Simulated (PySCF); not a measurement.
Species: C3H9GeNSi.
Numbering: `[CH3:1][C:2]#[C:3][GeH2:4][SiH2:5][NH2:6]` (hydrogens: H7, H8, H9 on C1; H10, H11 on Ge4; H12, H13 on Si5; H14, H15 on N6)

Method: PySCF 2.14.0, PBE0-D3(BJ)/def2-SVP geometry optimisation, gas phase; density fitting, grid level 1; the optimiser is geomeTRIC in internal coordinates, started from a GFN2-xTB structure.

Geometry at step 1:
```
atom  x, y, z in Å
C1      3.1976    0.7828   -0.2698
C2      1.9643    0.0281   -0.1567
C3      0.9241   -0.6007   -0.0660
Ge4    -0.6728   -1.6308    0.0545
Si5    -2.4555   -0.0593   -0.0934
N6     -2.1608    1.1365    1.1268
H7      3.0378    1.8544   -0.0674
H8      3.6219    0.6915   -1.2832
H9      3.9510    0.4128    0.4452
H10    -0.6614   -2.6877   -1.0840
H11    -0.6522   -2.3839    1.4140
H12    -3.7665   -0.7429    0.1460
H13    -2.5076    0.4262   -1.5198
H14    -2.8448    1.8713    1.2811
H15    -1.2181    1.5014    1.2203
```

Question: Give the atomic forces at this geometry.

Answer: 
```json
{"atom": "C1", "Fx (eV/Å)": "0.109", "Fy (eV/Å)": "0.006", "Fz (eV/Å)": "-0.006"}
{"atom": "C2", "Fx (eV/Å)": "-0.096", "Fy (eV/Å)": "0.096", "Fz (eV/Å)": "0.002"}
{"atom": "C3", "Fx (eV/Å)": "0.062", "Fy (eV/Å)": "-0.177", "Fz (eV/Å)": "-0.001"}
{"atom": "Ge4", "Fx (eV/Å)": "0.033", "Fy (eV/Å)": "-0.137", "Fz (eV/Å)": "0.086"}
{"atom": "Si5", "Fx (eV/Å)": "-0.039", "Fy (eV/Å)": "-0.127", "Fz (eV/Å)": "-0.180"}
{"atom": "N6", "Fx (eV/Å)": "-0.080", "Fy (eV/Å)": "0.014", "Fz (eV/Å)": "0.013"}
{"atom": "H7", "Fx (eV/Å)": "-0.013", "Fy (eV/Å)": "-0.033", "Fz (eV/Å)": "-0.002"}
{"atom": "H8", "Fx (eV/Å)": "-0.006", "Fy (eV/Å)": "0.007", "Fz (eV/Å)": "0.036"}
{"atom": "H9", "Fx (eV/Å)": "-0.014", "Fy (eV/Å)": "0.025", "Fz (eV/Å)": "-0.029"}
{"atom": "H10", "Fx (eV/Å)": "-0.024", "Fy (eV/Å)": "0.174", "Fz (eV/Å)": "0.137"}
{"atom": "H11", "Fx (eV/Å)": "-0.011", "Fy (eV/Å)": "0.112", "Fz (eV/Å)": "-0.190"}
{"atom": "H12", "Fx (eV/Å)": "0.010", "Fy (eV/Å)": "0.090", "Fz (eV/Å)": "0.090"}
{"atom": "H13", "Fx (eV/Å)": "0.023", "Fy (eV/Å)": "0.013", "Fz (eV/Å)": "0.062"}
{"atom": "H14", "Fx (eV/Å)": "0.040", "Fy (eV/Å)": "-0.035", "Fz (eV/Å)": "0.003"}
{"atom": "H15", "Fx (eV/Å)": "0.005", "Fy (eV/Å)": "-0.028", "Fz (eV/Å)": "-0.021"}
```

The largest, 0.22 eV/Å, acts on Si5 (H10, H11 within 3 % of it); the rms over all components is 0.078 eV/Å. The forces sum to zero within rounding, as they must for an isolated molecule in no field.

Question: Give the force on Si5 in Eh/bohr and in nN.

Answer: 0.223 eV/Å ÷ 51.422 = 0.00434 Eh/bohr, and 0.223 eV/Å × 1.602 = 0.36 nN.

Question: How far is this geometry from the end of the optimisation?

Answer: 0.019 eV above it, and 0.246 Å rms away after alignment. The bonds farthest from their final lengths, with half the difference of the two atoms' forces along the bond (positive lengthens):

| bond | now (Å) | final (Å) | force along bond (eV/Å) |
| --- | --- | --- | --- |
| Ge4–H11 | 1.554 | 1.540 | -0.18 |
| Ge4–H10 | 1.553 | 1.540 | -0.12 |
| Si5–H13 | 1.508 | 1.504 | -0.09 |
| C1–C2 | 1.450 | 1.453 | +0.06 |
| Si5–H12 | 1.498 | 1.496 | -0.05 |
| N6–H14 | 1.016 | 1.014 | -0.06 |

The angle farthest from its final value is Ge4–Si5–N6, 106.5° against 103.7°.

Of the 2 listed bonds off by 0.010 Å or more, this force points towards the final length in 2.

What follows is the cost of the whole optimisation. The run took 2.6 min on one thread of an Arm Neoverse N1, no GPU, shared host with 64 logical CPUs at a one-minute load of 57, and the process peaked at 0.67 GiB of memory.
